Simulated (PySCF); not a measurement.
# Electronic structure of O⁺ (oxygen, charge +1) at the UHF level

Configuration: [He] 2s2 2p3, high-spin 4S determinant. Computed with PySCF 2.14 in x2c-SVPall (3s2p1d, 14 functions), with the spin-free X2C one-electron Hamiltonian (Gaussian nucleus).

| Property | Result |
| --- | --- |
| Total energy | -74.328093 hartree |
| One-electron energy | -98.3673 hartree |
| Hartree (Coulomb) energy | 31.9365 hartree |
| Exchange energy | -7.8973 hartree |
| ⟨S²⟩ | 3.7558 |
| ⟨L²⟩ | 0.000 |
| Sum of ⟨r⟩ | 5.861 bohr |
| Sum of ⟨r²⟩ | 7.548 bohr² |
| Langevin diamagnetic susceptibility | -5.98 ×10⁻⁶ cm³/mol |
| Time after the integrals | 0.03 s of wall time on 1 thread of Neoverse-V2 (shared host) |

```csv
shell,electrons,mean orbital energy (hartree),"rms radius, mean of both spins (bohr)"
1s α,1,-21.42698,0.230
1s β,1,-21.28666,0.230
2s α,1,-2.05109,1.22
2s β,1,-1.51646,1.22
2p α,3,-1.33588,1.22
```
